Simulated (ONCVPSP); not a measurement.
**arsenic (As): one change to an ONCV potential, before and after**

arsenic, optimised norm-conserving Vanderbilt (ONCV), made with ONCVPSP 4.0.1 (PW91, fully relativistic). Core [Ne], reference 3s2 3p6 3d10 4s1.75 4p3.25. Waves: 3s+4s: rc 0.80 bohr, ncon 4, nbas 8, qcut 11.9 1/bohr, 2 projectors; 3p+4p: rc 1.05 bohr, ncon 5, nbas 9, qcut 10.8 1/bohr, 3 projectors, debl 2.1 Ha; 3d: rc 0.60 bohr, ncon 4, nbas 8, qcut 17.9 1/bohr, 2 projectors, debl 1.1 Ha. Local part: polynomial inside 0.50 bohr (lpopt 5, dvloc0 3 Ha). Core correction: none.

Open shells are filled in proportion to 2j + 1.

In the d channel the program set the typed energies aside and used -1.501, 0.250 Ha (j = l + 1/2; the other j can differ).

All-electron outer shells of the reference configuration (PW91, scalar-relativistic, ld1.x):

```tsv
shell	level (eV)	outermost node (bohr)	outermost maximum (bohr)
2s	-1487.49	0.06	0.17
2p	-1304.60	–	0.14
3s	-190.73	0.25	0.52
3p	-134.16	0.22	0.52
3d	-41.16	–	0.47
4s	-14.79	0.73	1.61
4p	-5.41	0.78	1.97
```

Change: d: rc 0.64.

Cutoffs: the cutoffs (Ha) at which the residual kinetic energy of the hardest occupied pseudo-wave falls to 1 and 0.1 mHa per electron; they do not see the model core or the augmentation charge, which bear on the density cutoff. Errors are all-electron minus pseudo energies relative to the spin-unpolarised reference configuration.

Task: How do hardness, ghosts and transferability respond?

Result: The potential gets softer (575 Ha and 685 Ha → 359 Ha and 583 Ha); the errors of the 4 common tests hardly move; neither file shows a bound ghost. A larger radius leaves more room for a smooth pseudo-wave, so fewer plane waves are needed.

```tsv
quantity	base	changed
cutoff, loose	575 Ha	359 Ha
cutoff, tight	685 Ha	583 Ha
loose cutoff by channel	s 71 Ha, p 57 Ha, d 575 Ha	s 71 Ha, p 57 Ha, d 359 Ha
bound ghosts	none	none
GHOST(+) flags under 300 eV	none	none
largest miss of a reference level, eV	0.06	0.06
error for 3s2 3p6 3d10 4s2 4p3, meV [ΔE -2.34 eV]	-0.2	-0.2
error for 3s2 3p6 3d10 4s2 4p2, meV [ΔE 6.87 eV]	+0.2	+0.2
error for 3s2 3p6 3d10 4s2 4p1, meV [ΔE 24.88 eV]	+0.9	+0.9
error for 3s2 3p6 3d9 4s2 4p3, meV [ΔE 48.58 eV]	+20	+22
s: phases at 0.81 bohr within 0.05 rad from the reference energy up to (Ha; the scan ends near 5)	to the end of the scan	to the end of the scan
p3/2: phases at 1.07 bohr within 0.05 rad from the reference energy up to (Ha; the scan ends near 5)	to the end of the scan	to the end of the scan
p1/2: phases at 1.07 bohr within 0.05 rad from the reference energy up to (Ha; the scan ends near 5)	to the end of the scan	to the end of the scan
```
